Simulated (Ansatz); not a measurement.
Frontier orbitals of `C[SiH2]OC(=N)F`.

Total charge 0; spin multiplicity 1. The structure was optimised at the PBE0-D4/def2-TZVP level. It is one conformer, not always the lowest. Basis def2-TZVPP, Ansatz.

| functional | HOMO (eV) | LUMO (eV) | gap (eV) |
| --- | --- | --- | --- |
| PBE | -6.83 | -0.78 | 6.05 |
| revPBE | -6.76 | -0.65 | 6.11 |
| PBE0 | -8.44 | 0.08 | 8.52 |
| B3LYP | -8.21 | -0.15 | 8.06 |
| HSE06 (plane-wave form) | -8.03 | -0.30 | 7.73 |
| BHLYP | -9.76 | 0.91 | 10.67 |
| LC-ωPBE | -11.27 | 2.24 | 13.51 |
| ωB97M-V | -10.79 | 1.74 | 12.53 |

From PBE to PBE0 the HOMO moves by −1.61 eV and the LUMO by +0.86 eV, and with ωB97M-V by −3.96 and +2.53 eV, so the gap grows from 6.05 to 12.53 eV with exact exchange. A positive LUMO is unbound and depends on the basis.

B3LYP here is the variant with VWN-RPA as its local correlation; programs differ in this. LC-ωPBE has ω = 0.4 bohr⁻¹.
